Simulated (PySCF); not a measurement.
# Vertical excitation energies

Compound: Au(NH3)Cl (singlet state).
SMILES: `[NH3]->[Au][Cl]`

The calculation used TDDFT CAM-B3LYP/def2-SVPD, vertical, gas phase, core orbitals frozen in the response, def2 core potentials past Kr (PySCF). Isolated species at its PBE0-D3(BJ)/def2-SVP geometry, gas phase. Spin–orbit coupling is left out.

```csv
state,E (eV),E (kJ/mol),λ (nm),f,|μ| (D),symmetry,"main configurations (H = HOMO, L = LUMO)"
S1,5.21,502,238.1,0.0057,0.54,E,"H-1/H→L (≥78%), H-1/H→L+3 (≥16%)"
S2,5.21,502,238.1,0.0057,0.54,E,"H-1/H→L (≥78%), H-1/H→L+3 (≥16%)"
S3,5.62,542,220.7,0.019,0.96,A1,H-2→L (86%)
S4,6.12,590,202.7,0.0000,0.01,–,"H-3→L (76%), H-3→L+3 (13%)"
S5,6.12,590,202.7,0.0000,0.01,–,"H-4→L (76%), H-4→L+3 (13%)"
S6,6.42,619,193.3,0.0000,0.00,–,H-1/H→L+1/L+2 (≥90%)
S7,6.42,619,193.2,0.0000,0.03,–,H-1/H→L+1/L+2 (≥86%)
S8,6.42,619,193.2,0.0000,0.02,–,H-1/H→L+1/L+2 (≥86%)
S9,6.73,650,184.1,0.052,1.43,A1,H-1/H→L+1/L+2 (≥78%)
```

Triplets (Tamm–Dancoff): T1 4.84 eV, H-1/H→L (≥68%), H-1/H→L+3 (≥23%); T2 4.84 eV, H-1/H→L (≥68%), H-1/H→L+3 (≥23%); T3 4.99 eV, H-2→L (74%), H-2→L+3 (17%).

The lowest singlet level (S1/S2) comes at 238 nm (502 kJ/mol) in the ultraviolet; it is weak. The strongest level in the table is S9 at 6.73 eV (184 nm, f = 0.052). It is the last of those listed, so stronger ones may follow. S1/S2, S4/S5 and S6/S7/S8 lie within about 0.01 eV of each other in each set; the point group C3v has degenerate representations, and within a degenerate level the listed configurations can mix freely. For S1 the Löwdin share of gold is 23% in HOMO and 35% in LUMO; for S9 the Löwdin share of gold is 23% in HOMO-1 and 69% in LUMO+2. Weighted by f, the mean energy of these states is 6.26 eV. The listed states span 1.53 eV, and the widest gap between neighbours is 0.50 eV (S3 to S4). Orbital energies (eV): HOMO-3 -10.03, HOMO-2 -8.91, HOMO-1 -8.34, HOMO -8.34, LUMO -0.26, LUMO+1 1.25, LUMO+2 1.25. Symmetry labels in C3v follow from the direction of the transition dipole and are given only for states with f of 0.002 or more. Orbitals of the list HOMO-3 to LUMO+2 that lie within 0.01 eV of each other are written together with a slash and their weights summed (≥ marks a lower bound); for degenerate orbitals outside that list single weights are arbitrary. The window holds the lowest 10 singlets. The highest level found (6.90 eV, f 0.011 so far) is left out, since the window may have cut off a degenerate partner.
